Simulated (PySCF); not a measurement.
Two species compared at the same levels of theory.

First species: C5H4O3.
SMILES with atom numbers: `[O:1]=[C:2]([OH:3])[c:4]1[cH:5][cH:6][o:7][cH:8]1` (hydrogens: H9 on O3; H10 on C5; H11 on C6; H12 on C8)

Structure used (GFN2-xTB), in Å, numbered top down from 1:
```
atom  x, y, z in Å
O1     2.1730   -1.2233    0.6537
C2     1.5723   -0.3405    0.0936
O3     2.1924    0.6104   -0.6229
C4     0.1194   -0.1749    0.1086
C5    -0.6610    0.8359   -0.5250
C6    -1.9501    0.5516   -0.2113
O7    -2.0226   -0.5495    0.5622
C8    -0.7808   -0.9853    0.7540
H9     3.1502    0.4601   -0.6049
H10   -0.2887    1.6424   -1.1206
H11   -2.8727    1.0349   -0.4646
H12   -0.6303   -1.8624    1.3510
```

Second species: C6H10OP2.
Structure used (GFN2-xTB), in Å, numbered top down from 1:
```xyz
19
C6H10OP2 angstrom
P      3.2470    0.0422   -0.8785
C      2.5012   -0.8834    0.5476
C      1.0479   -0.4457    0.7045
P      0.3667   -0.0746   -0.9955
C     -1.3670    0.1497   -0.5204
C     -2.2335    1.2070   -0.5898
C     -3.4902    0.7124   -0.1734
C     -3.3010   -0.6065    0.1033
O     -2.0252   -0.9581   -0.1120
H      3.3956    1.2566   -0.2018
H      4.5686   -0.3184   -0.6089
H      2.5425   -1.9445    0.2820
H      3.0756   -0.7374    1.4657
H      0.9626    0.4455    1.3324
H      0.4428   -1.2385    1.1528
H      0.6257    1.3006   -0.9872
H     -1.9964    2.2069   -0.8929
H     -4.4046    1.2638   -0.0912
H     -3.9684   -1.3684    0.4559
```

Levels: PBE0/pcSseg-1 for dipole moment, HOMO energy, LUMO energy and HOMO–LUMO gap; GFN2-xTB for rotational constant A and rotational constant C. Geometries: GFN2-xTB. Each structure is a single optimised conformer of the isolated species, non-relativistic unless stated; the electronic structure was computed with PySCF and density fitting.

Dipoles, sizes and rotational constants follow the conformer. The torsions of the flexible species, by atom-mapped SMILES:
- `[O:1]=[C:2]([OH:3])[c:4]1[cH:5][cH:6][o:7][cH:8]1`: O1–C2–C4–C5 180°, H–O3–C2–O1 0°
- `[PH2:1][CH2:2][CH2:3][PH:4][c:5]1[cH:6][cH:7][cH:8][o:9]1`: P1–C2–C3–P4 34°, C2–C3–P4–C5 172°, C3–P4–C5–C6 118°, H–P1–C2–C3 76°, H–P1–C2–C3 168°

| property | column X | column Y |
| --- | --- | --- |
| dipole moment | 2.01 D | 2.13 D |
| HOMO energy | -7.19 eV | -6.00 eV |
| LUMO energy | -0.98 eV | -0.13 eV |
| HOMO–LUMO gap | 6.21 eV | 5.87 eV |
| rotational constant A | 5.363 GHz | 3.971 GHz |
| rotational constant C | 1.208 GHz | 0.489 GHz |

Problem. Which column belongs to which species?

Solution. Column X is the first species and column Y the second. The first has 12 atoms and 58 electrons, the second 19 and 84.

Problem. How does each property change from the first species to the second?

Solution. dipole moment +0.12 D; HOMO energy +1.19 eV; LUMO energy +0.85 eV; HOMO–LUMO gap -0.34 eV; rotational constant A -1.392 GHz; rotational constant C -0.719 GHz.

On the first: In atomic units the dipole is 0.79 e·bohr (1 au = 2.5417 D). A dipole of 2.01 D is allowed in Cs, and pure rotational transitions are dipole-allowed.

On the second: The dipole matches unit charges of opposite sign 0.44 Å apart (1 e·Å = 4.8032 D).
